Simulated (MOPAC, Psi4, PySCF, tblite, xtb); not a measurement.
Dimer H4Ge ··· O2S (SMILES [GeH4] and O=S=O), singlet at R = 4.50 Å between the centres of mass, closest contact 2.71 Å (a random orientation, not optimised). Geometry in Å and degrees:

```
Ge
H 1 1.5359
H 1 1.5359 2 109.47
H 1 1.5359 2 109.47 3 -120.00
H 1 1.5359 2 109.47 4 -120.00
O 5 2.7098 1 117.26 2 -6.62
S 6 1.4386 5 156.25 1 9.42
O 7 1.4386 6 118.87 5 -35.33
```

- GFN2-xTB (tblite)
- SAPT0/jun-cc-pVDZ, frozen core (Psi4)
- PBE/def2-TZVP, counterpoise-corrected (Psi4)
- PBE-D3(BJ)/def2-TZVP, counterpoise-corrected (Psi4)
- HF/aug-cc-pVDZ, counterpoise-corrected (Psi4)
- MP2/aug-cc-pVDZ = DF-MP2/aug-cc-pVDZ, frozen core, counterpoise-corrected (Psi4)
- SCS-MP2/aug-cc-pVDZ = DF-SCS-MP2/aug-cc-pVDZ, frozen core, counterpoise-corrected in Psi4 1.11
- PM3, restricted, heats of formation (MOPAC)
- PM7, restricted, heats of formation (MOPAC)
- GFN1-xTB (xtb)
- RKS-B3LYP/6-31G* = restricted B3LYP/6-31G*, spherical d, no counterpoise correction run with PySCF 2.14.0
- RKS-LDA (SVWN5)/6-31G* = restricted LDA (SVWN5)/6-31G*, spherical d, no counterpoise correction in PySCF
- RKS-M06-2X/6-31G* = restricted M06-2X/6-31G*, spherical d, no counterpoise correction (PySCF)
- RMP2/3-21G = restricted MP2 (frozen core)/3-21G, no counterpoise correction in PySCF

Q: What interaction energy does each level give?

A: 
```
method                  E_int / kJ/mol
----------------------  --------------
GFN1-xTB                        -26.35
GFN2-xTB                        -10.72
RMP2/3-21G                       -7.21
RKS-LDA (SVWN5)/6-31G*           -6.39
PM7                              -3.44
RKS-M06-2X/6-31G*                -2.81
PBE-D3(BJ)/def2-TZVP             -1.90
MP2/aug-cc-pVDZ                  -0.52
RKS-B3LYP/6-31G*                 -0.22
SAPT0/jun-cc-pVDZ                 0.21
SCS-MP2/aug-cc-pVDZ               0.71
PBE/def2-TZVP                     1.10
HF/aug-cc-pVDZ                    4.57
PM3                               7.88
```
